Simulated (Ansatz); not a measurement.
Molecular dynamics of Si₁₆N

Input:

```yaml
accuracy: low
crystal:
  lattice:
    - [0.0, 5.43, 5.43]
    - [5.43, 0.0, 5.43]
    - [5.43, 5.43, 0.0]
  atoms:
    - { symbol: Si, position: [0.01599144, -0.02037139, -0.00337163] }
    - { symbol: Si, position: [0.09405354, 0.12327829, 0.16419811] }
    - { symbol: Si, position: [0.02795873, -0.07496744, 0.52559618] }
    - { symbol: Si, position: [0.09140534, 0.10943024, 0.61375192] }
    - { symbol: Si, position: [-0.09277312, 0.50142095, 0.06301994] }
    - { symbol: Si, position: [0.09043348, 0.60234608, 0.14603133] }
    - { symbol: Si, position: [0.00800444, 0.46425851, 0.49915865] }
    - { symbol: Si, position: [0.12476998, 0.54047323, 0.68001986] }
    - { symbol: Si, position: [0.46062886, 0.02665324, -0.06583063] }
    - { symbol: Si, position: [0.6105393, 0.11010222, 0.11882165] }
    - { symbol: Si, position: [0.4540042, 0.01405384, 0.54929299] }
    - { symbol: Si, position: [0.67216818, 0.14838204, 0.58051079] }
    - { symbol: Si, position: [0.46261555, 0.47751263, 0.01968447] }
    - { symbol: Si, position: [0.55787015, 0.64458002, 0.13270403] }
    - { symbol: Si, position: [0.48498604, 0.50480507, 0.52133881] }
    - { symbol: Si, position: [0.6130467, 0.63276775, 0.64358594] }
    - { symbol: "N", position: [0.28371885, 1.05551924, 0.8187483], spin: 1.0 }
magnetization:
  spin_polarized: true
basis:
  ecutwfc: 150.0
kpoints:
  mp_grid: { grid: [2, 2, 2] }
hamiltonian:
  xc: pbe
scf:
  occupations: { method: fermi_dirac, width: 0.05 }
  lower_state_search: "off"
  max_iter: 71
md:
  timestep: 1
  n_steps: 200
  ensemble: nve
  temperature: 840.0
  initial_velocities: maxwell_boltzmann
  seed: 156749
```

Run as:

```bash
$ ansatz run input.yaml --threads 1 --pin off --max-ram 3072MiB --backend cpu --events-out ev --progress --plain --runs-dir out
```

It goes on from the last frame of an earlier run, with new velocities.

Output, in part (warnings, step lines):

```
WARN: the starting moments were not kept: the SCF closed with an absolute magnetisation of 1.6e-5 μB, where they sum to 1 μB in size (1 site). That is at most 0.1 of that sum. Measured as dr2_m measures the in/out step, that magnetisation stands 5.9e-12 eV from none, at or under the dr2_threshold …
md step     0: t =     0.00 fs  T =   840.0 K  F+E_penalty+E_count = -10538.10874309 eV  E_kin = 1.737254 eV  conserved = -10536.37148871 eV  (15 SCF iters)
md step     1: t =     1.00 fs  T =   834.9 K  F+E_penalty+E_count = -10538.09823328 eV  E_kin = 1.726716 eV  conserved = -10536.37151700 eV  (7 SCF iters)
md step     2: t =     2.00 fs  T =   827.0 K  F+E_penalty+E_count = -10538.08189763 eV  E_kin = 1.710359 eV  conserved = -10536.37153867 eV  (7 SCF iters)
md step     3: t =     3.00 fs  T =   816.1 K  F+E_penalty+E_count = -10538.05941642 eV  E_kin = 1.687866 eV  conserved = -10536.37155017 eV  (7 SCF iters)
md step     4: t =     4.00 fs  T =   802.2 K  F+E_penalty+E_count = -10538.03063888 eV  E_kin = 1.659091 eV  conserved = -10536.37154815 eV  (7 SCF iters)
md step     5: t =     5.00 fs  T =   785.3 K  F+E_penalty+E_count = -10537.99563275 eV  E_kin = 1.624103 eV  conserved = -10536.37152993 eV  (7 SCF iters)
md step     6: t =     6.00 fs  T =   765.5 K  F+E_penalty+E_count = -10537.95472418 eV  E_kin = 1.583230 eV  conserved = -10536.37149376 eV  (6 SCF iters)
md step     7: t =     7.00 fs  T =   743.2 K  F+E_penalty+E_count = -10537.90852207 eV  E_kin = 1.537083 eV  conserved = -10536.37143918 eV  (6 SCF iters)
[... lines left out ...]
md step   200: t =   200.00 fs  T =   748.7 K  F+E_penalty+E_count = -10537.91944838 eV  E_kin = 1.548480 eV  conserved = -10536.37096802 eV  (7 SCF iters)
```

The steps, from the saved trajectory:

| time (fs) | T (K) | potential energy less start (eV) | conserved less start (meV/atom) |
| --- | --- | --- | --- |
| 0.0 | 840 | 0.000 | 0.00 |
| 6.0 | 766 | 0.154 | 0.00 |
| 12.0 | 613 | 0.470 | 0.03 |
| 18.0 | 522 | 0.659 | 0.06 |
| 24.0 | 602 | 0.493 | 0.04 |
| 30.0 | 788 | 0.108 | 0.02 |
| 36.0 | 965 | -0.258 | 0.00 |
| 42.0 | 1038 | -0.410 | -0.01 |
| 48.0 | 960 | -0.249 | 0.00 |
| 54.0 | 786 | 0.112 | 0.04 |
| 60.0 | 702 | 0.286 | 0.07 |
| 66.0 | 819 | 0.044 | 0.03 |
| 72.0 | 1002 | -0.334 | 0.00 |
| 78.0 | 1097 | -0.532 | -0.01 |
| 84.0 | 1068 | -0.472 | 0.00 |
| 90.0 | 946 | -0.219 | 0.02 |
| 96.0 | 827 | 0.027 | 0.04 |
| 102.0 | 836 | 0.010 | 0.04 |
| 108.0 | 983 | -0.297 | 0.00 |
| 114.0 | 1095 | -0.527 | -0.02 |
| 120.0 | 1062 | -0.459 | 0.00 |
| 126.0 | 964 | -0.256 | 0.01 |
| 132.0 | 869 | -0.059 | 0.03 |
| 138.0 | 832 | 0.017 | 0.04 |
| 144.0 | 865 | -0.052 | 0.01 |
| 150.0 | 853 | -0.027 | 0.00 |
| 156.0 | 735 | 0.218 | 0.02 |
| 162.0 | 624 | 0.448 | 0.06 |
| 168.0 | 656 | 0.381 | 0.04 |
| 174.0 | 784 | 0.116 | 0.01 |
| 180.0 | 894 | -0.112 | 0.00 |
| 186.0 | 946 | -0.218 | 0.00 |
| 192.0 | 922 | -0.169 | -0.01 |
| 198.0 | 797 | 0.089 | 0.01 |

The run went to its last step. The conserved energy stayed within 0.067 meV per atom of its start (net change 0.031 meV per atom), so the integration is sound. A run of 0.2 ps of so small a system gives no equilibrium averages. The plane-wave cutoff is below what these datasets need, so energies and pressures aren't converged. Limits of this set-up: coarse k mesh, low accuracy level.

Mean squared displacements from the first frame to the last, about the centre of mass: Si 0.42 Å², N 1.08 Å².

Last frame:

```xyz
17
Lattice="0.0000 5.4300 5.4300 5.4300 0.0000 5.4300 5.4300 5.4300 0.0000" Properties=species:S:1:pos:R:3
Si -0.015 0.053 -0.855
Si 0.980 1.214 1.343
Si 2.988 2.617 0.151
Si 4.333 4.198 1.556
Si 2.431 -0.214 2.678
Si 3.778 1.451 3.732
Si 5.582 2.542 2.473
Si 6.969 3.789 4.198
Si 0.046 2.992 2.671
Si 1.561 4.002 4.135
Si 2.563 5.216 2.540
Si 3.869 6.948 3.746
Si 3.103 2.564 5.416
Si 3.979 4.246 6.763
Si 5.284 5.359 5.002
Si 6.738 6.629 6.443
N 10.323 5.898 6.247
```

Run time: 14 min on 1 thread of Arm Neoverse V1, on a shared host, peak memory 0.35 GiB.
